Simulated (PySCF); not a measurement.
Electronic structure of Cu(2+) (copper, charge +2) at the BP86 level

Configuration: [Ar] 3d9, 2D determinant. Calculation: PySCF 2.14, in cc-pVDZ-DK; the spin-free X2C one-electron Hamiltonian (Gaussian nucleus).

```
Total energy                                                  : -1653.978 hartree
One-electron energy                                           : -2278.863 hartree
Hartree (Coulomb) energy                                      : 692.569 hartree
Exchange-correlation energy                                   : -67.685 hartree
⟨S²⟩                                                          : 0.7503
⟨L²⟩                                                          : 6.006
Sum of ⟨r⟩                                                    : 15.99 bohr
Sum of ⟨r²⟩                                                   : 15.57 bohr²
Traceless quadrupole moment −½Σ⟨3z² − r²⟩ along its main axis : -0.357 e·bohr²
Langevin diamagnetic susceptibility                           : -12.3 ×10⁻⁶ cm³/mol
Time after the integrals                                      : 0.78 s of wall time on 1 thread of Neoverse-V1 (shared host)
```

```tsv
shell	electrons	mean orbital energy (eV)	spread (eV)	rms radius, mean of both spins (bohr)
1s α	1	-8871.9	0	0.0601
1s β	1	-8871.9	0	0.0601
2s α	1	-1088.5	0	0.255
2s β	1	-1087.9	0	0.255
2p α	3	-943.11	1.153	0.228
2p β	3	-942.65	0.682	0.228
3s α	1	-140.63	0	0.763
3s β	1	-139.40	0	0.763
3p α	3	-97.984	2.216	0.810
3p β	3	-96.784	0.993	0.810
3d α	5	-30.049	2.481	1.05
3d β	4	-29.010	1.560	1.05
```

Densities and radii are taken from the X2C orbitals without a picture-change correction, which distorts them close to the nucleus.
